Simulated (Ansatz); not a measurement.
MgB₆ (the lowest singlet isomer of a short search). Total charge 0; singlet. Geometry PBE0-D4/def2-SVP, basis def2-TZVP, Ansatz.

| atom | x (Å) | y (Å) | z (Å) |
| --- | --- | --- | --- |
| Mg1 | 0.388 | -2.121 | 2.169 |
| B2 | 1.179 | 0.737 | -0.964 |
| B3 | -0.551 | -0.325 | 1.562 |
| B4 | -1.189 | -0.260 | 0.160 |
| B5 | 0.332 | 1.264 | -2.116 |
| B6 | 0.459 | 0.234 | 0.370 |
| B7 | -0.619 | 0.471 | -1.181 |

```
run  HOMO (eV)  LUMO (eV)
  A      -4.86      -4.28
  B      -5.18      -4.01
  C      -6.40      -2.89
  D      -4.94      -4.22
  E      -5.49      -3.72
  F      -4.99      -4.43
```

The structure comes from a short search, and lower isomers may exist.

The runs used CAM-B3LYP, LDA (SPW92), PBE, PBE0, r2SCAN, r2SCANh. Estimate which is which.

A PBE (0 % exact exchange); B r2SCANh (10 % exact exchange); C CAM-B3LYP (range-separated); D r2SCAN (0 % exact exchange); E PBE0 (25 % exact exchange); F LDA (SPW92) (0 % exact exchange). Exact exchange lowers occupied and raises empty levels; among semilocal functionals meta-GGAs tend to open the gap a little, and such runs are hard to tell apart. The gap grows from 0.56 eV (LDA (SPW92)) to 3.51 eV (CAM-B3LYP). The restricted singlet is unstable towards broken spin symmetry in Hartree–Fock (as tested in another run); at PBE-D4/def2-TZVP, r2SCANh-D4/def2-TZVP, CAM-B3LYP-D4/def2-TZVP, r2SCAN-D4/def2-TZVP and others this wasn't settled.
